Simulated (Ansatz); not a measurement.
Input file for Ansatz (an electronic-structure program): U-CCSD(T)/def2-SVP on AlH3Se (SMILES [AlH2][SeH]), a point of a bond scan (R = 3.619 Å). The run froze 19 orbitals, filled d shells among them.

Ansatz 0.2 input:
```yaml
crystal:
  periodic: [false, false, false]
  atoms:
    - {symbol: Al, position_ang: [0.36409461, 0.02746235, -1.55730963]}
    - {symbol: H, position_ang: [-2.07992923, -1.34616177, -3.84525696]}
    - {symbol: H, position_ang: [1.74544102, 0.64238966, -1.99374994]}
    - {symbol: Se, position_ang: [-0.20119715, -0.03048168, 0.69657830]}
    - {symbol: H, position_ang: [1.06055664, 0.60674232, 1.10718226]}
basis:
  gaussian:
    orbitals: def2-SVP
correlation: {method: ccsd_t, electrons: outside_noble_gas}
scf: {omitted_lower_state_checks: [cluster_reference]}
magnetization: {spin_polarized: true, initial_magnetization: 0}
```

Task: Give the final energy of this run.

Result: -2643.2601 hartree (reference determinant -2643.0575, T1 diagnostic 0.022). Its determinant has ⟨S²⟩ = 0.96, a mixture of spin states.
